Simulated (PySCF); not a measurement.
C₆H₇NO (charge +1 and doublet state).
Numbering: `[CH2+:1][C:2]([C:3]#[N:4])/[CH:5]=[CH:6]\[CH2:7][OH:8]` (hydrogens: H9, H10 on C1; H11 on C5; H12 on C6; H13, H14 on C7; H15 on O8)

Cartesian coordinates in Å at the GFN2-xTB level; atoms count from 1:
```xyz
15
C6H7NO angstrom
C     -1.9302    0.0173   -0.1613
C     -1.1108    0.1370    0.9031
C     -1.6357    0.7584    2.0817
N     -2.0348    1.2928    3.0068
C      0.2413   -0.3490    1.0485
C      1.2013   -0.4191    0.0920
C      1.1323    0.1471   -1.2645
O      2.1763   -0.0867   -2.1169
H     -2.9077    0.4740   -0.1705
H     -1.6878   -0.6126   -1.0038
H      0.5100   -0.6484    2.0560
H      2.1319   -0.9104    0.3571
H      0.9918    1.2458   -1.2315
H      0.1862   -0.1965   -1.7473
H      2.7315   -0.8415   -1.8713
```

The hyperfine couplings belong to this conformer and change with its torsions.

The calculation used UKS B3LYP, pcH-1 on C H N O, non-relativistic, mean-field spin-orbit, GIAO (PySCF). The structure is a single GFN2-xTB conformer in the gas phase; no vibrational or solvent corrections. Couplings are sensitive to structure, and on GFN2-xTB geometries they can be far from those on DFT ones, by a factor of two or more for some ions and for spin on atoms past the first row. The frame is twisted about the C2–C5 bond at this geometry (dihedral C3–C2–C5–H11 = 29°); couplings at other torsion angles weren't computed. The SCF solution wasn't tested for stability.

Principal values of hyperfine tensors in MHz (contact and dipolar terms together), for some of the nuclei:

| atom | isotope | A1 | A2 | A3 |
| --- | --- | --- | --- | --- |
| H14 | 1H | 236.66 | 241.54 | 256.27 |
| H13 | 1H | 133.50 | 137.17 | 146.92 |
| C1 | 13C | -2.51 | -2.08 | 83.05 |
| C7 | 13C | -31.21 | -28.30 | -8.94 |
| H9 | 1H | -36.13 | -24.86 | -6.73 |
| H10 | 1H | -31.51 | -23.13 | -5.84 |
| O8 | 17O | -59.27 | 10.66 | 11.70 |
| H12 | 1H | -19.80 | -14.83 | 0.00 |

(1) Split each tensor into its isotropic and traceless parts, and turn a_iso into mT with g = 2.0037.

(2) What spin density at the nucleus of H14 lies behind its contact coupling (g_N = 5.58569)?

(3) C2 (13C, g_N = 1.40482) isn't in the table. Its spin density at the nucleus is -0.01244 bohr⁻³. What is its contact coupling?

(4) Name the largest traceless tensor T of the table and describe it.

(5) In a single crystal, with the field along each principal axis of the tensor of H13 in turn, what first-order splitting does this nucleus give (isotropic g, quadrupole terms neglected)?

## Answers

(1) a_iso is a third of the trace, T = A − a_iso, and a(mT) = a(MHz)/(g × 13.996).

| atom | a_iso (MHz) | a_iso (mT) | T1 | T2 | T3 |
| --- | --- | --- | --- | --- | --- |
| H14 | 244.82 | 8.730 | -8.17 | -3.28 | 11.45 |
| H13 | 139.20 | 4.963 | -5.70 | -2.03 | 7.73 |
| C1 | 26.15 | 0.933 | -28.66 | -28.23 | 56.89 |
| C7 | -22.82 | -0.814 | -8.40 | -5.48 | 13.88 |
| H9 | -22.57 | -0.805 | -13.56 | -2.28 | 15.84 |
| H10 | -20.16 | -0.719 | -11.35 | -2.97 | 14.32 |
| O8 | -12.30 | -0.439 | -46.97 | 22.96 | 24.00 |
| H12 | -11.54 | -0.412 | -8.26 | -3.28 | 11.54 |

(2) a_FC = 800.24 MHz bohr³ × g_N × ρ(0)/(2S). With a_FC = 244.82 MHz and 2S = 1, ρ(0) = 0.05477 bohr⁻³. In magnitude that is 17.2 % of the 1/π = 0.318 of a free hydrogen atom.

(3) By the same relation, a_FC = -13.98 MHz. Its full tensor has the principal values -18.99, -13.80, -9.15 MHz.

(4) C1: -28.7, -28.2, 56.9 MHz, axial, in the ratio −1:−1:+2, the form that spin in one p orbital centred on that nucleus gives.

(5) 2 lines (I = 1/2), spaced by |A_i|/(g × 13.996): 4.76, 4.89, 5.24 mT along the axes of A1, A2 and A3.

The SMILES draws the unpaired electron on C2; the largest computed Mulliken spin population is on C1 (0.35 against -0.02).
